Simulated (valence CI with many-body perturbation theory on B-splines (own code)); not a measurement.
**Energy levels of Fe¹²⁺**

Computed by configuration interaction combined with many-body perturbation theory (CI+MBPT): four valence electrons over a frozen Dirac-Fock core [Ne], radial functions for each j: 11 s, 11 p, 10 d, 8 f, 5 g, 2 h, with the one-electron correlation potential Σ1, the two-electron term Σ2, the three-electron term Σ3, Breit, model QED; selected CI, second order for the rest, scaled by the run's own slope (own B-spline code, finite nucleus).

No measured spectrum was set against this ion. As an estimate, levels of excited configurations hold to 0.05 to 0.15 % of their energy, terms of the ground configuration to about 0.5 %. Among the levels kept, up to 530 cm⁻¹ of a level comes from second order outside the variational space, and about a tenth of that is noise between levels of different J, which matters for small intervals.

Levels 136 to 171 of 171, with energies above the lowest level, 3s2 3p2 3P_0. "Leading %" is the weight of the configuration and term that name the level; weights of strongly mixed levels are sums over their largest components and can fall short. In the jj column 3d3/2^4 stands for four electrons in 3d with j = 3/2. Lifetimes count E1, E2, E3, M1 and M2 decay at the calculated energies, and are blank where another channel may lead or the interval is too uncertain; long ones can be off by a factor of two.

```tsv
No.	Configuration	Term	J	E (eV)	Leading %	Lifetime	Leading jj
136	3s 3p 3d2	5D°	2	139.33	81	31.4 ps	3s 3p1/2 3d3/2 3d5/2 (60 %)
137	3s 3p 3d2	5D°	3	139.59	69	28.2 ps	3s 3p1/2 3d3/2 3d5/2 (44 %)
138	3s 3p 3d2	5F°	1	139.95	92	16.2 ps	3s 3p1/2 3d3/2^2 (34 %)
139	3s 3p 3d2	5D°	4	140.03	57	24.1 ps	3s 3p1/2 3d5/2^2 (42 %)
140	3s 3p 3d2	5F°	2	140.15	83	17.1 ps	3s 3p3/2 3d3/2^2 (29 %)
141	3s 3p 3d2	5F°	3	140.45	72	18.5 ps	3s 3p3/2 3d3/2 3d5/2 (39 %)
142	3s 3p 3d2	5F°	5	140.82	98	16.8 ps	3s 3p3/2 3d5/2^2 (50 %)
143	3s 3p 3d2	5F°	4	140.87	56	21.5 ps	3s 3p3/2 3d3/2 3d5/2 (69 %)
144	3p3 3d	1F°	3	141.14	74	25.5 ps	3p1/2 3p3/2^2 3d5/2 (32 %)
145	3s 3p 3d2	5P°	1	141.39	96	26.2 ps	3s 3p1/2 3d3/2 3d5/2 (45 %)
146	3p3 3d	1F°	3	141.47	33	16.4 ps	3p1/2^2 3p3/2 3d5/2 (31 %)
147	3s 3p 3d2	5P°	2	141.85	94	25.9 ps	3s 3p1/2 3d3/2 3d5/2 (23 %)
148	3s 3p 3d2	5P°	3	142.51	91	25.7 ps	3s 3p3/2 3d3/2 3d5/2 (65 %)
149	3p3 3d	1D°	2	142.51	31	14.8 ps	3p1/2 3p3/2^2 3d5/2 (27 %)
150	3s 3p 3d2	3F°	2	142.87	65	25.7 ps	3s 3p1/2 3d3/2^2 (26 %)
151	3p3 3d	1F°	3	143.28	20	18.1 ps	3s 3p3/2 3d5/2^2 (21 %)
152	3p3 3d	3D°	1	143.45	50	14.5 ps	3s 3p3/2 3d3/2 3d5/2 (28 %)
153	3s 3p 3d2	3F°	3	143.55	41	18.7 ps	3s 3p3/2 3d5/2^2 (18 %)
154	3s 3p 3d2	3F°	4	143.90	59	21.4 ps	3s 3p3/2 3d5/2^2 (51 %)
155	3p3 3d	1D°	2	144.16	31	15.6 ps	3p3/2^3 3d3/2 (37 %)
156	3s 3p 3d2	5D°	2	144.39	96	12.7 ps	3s 3p3/2 3d3/2 3d5/2 (49 %)
157	3s 3p 3d2	5D°	3	144.39	92	13.0 ps	3s 3p3/2 3d3/2 3d5/2 (56 %)
158	3s 3p 3d2	5D°	1	144.42	98	12.7 ps	3s 3p3/2 3d3/2^2 (43 %)
159	3s 3p 3d2	5D°	0	144.44	99	12.7 ps	3s 3p3/2 3d3/2^2 (59 %)
160	3s 3p 3d2	5D°	4	144.53	68	14.9 ps	3s 3p3/2 3d3/2 3d5/2 (41 %)
161	3p3 3d	3D°	1	145.50	42	14.9 ps	3s 3p3/2 3d3/2^2 (20 %)
162	3s 3p 3d2	3H°	4	145.64	92	47.0 ps	3s 3p1/2 3d3/2 3d5/2 (70 %)
163	3s 3p 3d2	3D°	2	145.69	40	16.3 ps	3p1/2 3p3/2^2 3d5/2 (26 %)
164	3s 3p 3d2	3D°	3	145.96	40	18.5 ps	3s 3p3/2 3d5/2^2 (39 %)
165	3s 3p 3d2	3H°	5	146.26	84	41.9 ps	3s 3p1/2 3d3/2 3d5/2 (54 %)
166	3s 3p 3d2	3H°	6	147.49	99	48.6 ps	3s 3p3/2 3d3/2 3d5/2 (78 %)
167	3s 3p 3d2	3G°	3	147.59	82	20.9 ps	3s 3p3/2 3d3/2 3d5/2 (31 %)
168	3s 3p 3d2	3G°	4	147.82	77	21.7 ps	3s 3p3/2 3d3/2 3d5/2 (42 %)
169	3s 3p 3d2	3S°	1	147.94	76	12.2 ps	3s 3p3/2 3d3/2 3d5/2 (38 %)
170	3s 3p 3d2	3G°	5	148.12	72	22.7 ps	3s 3p3/2 3d3/2 3d5/2 (42 %)
171	3s 3p 3d2	5S°	2	148.22	97	8.93 ps	3s 3p3/2 3d3/2 3d5/2 (44 %)
```

Names give the largest LS component (configuration and term), which can be under half, so a name can repeat, a term be missing and a line seem to break the LS rules; names also repeat where a configuration has a term twice.

Where two levels of one J and parity lie close, their mixing, g and order are uncertain.
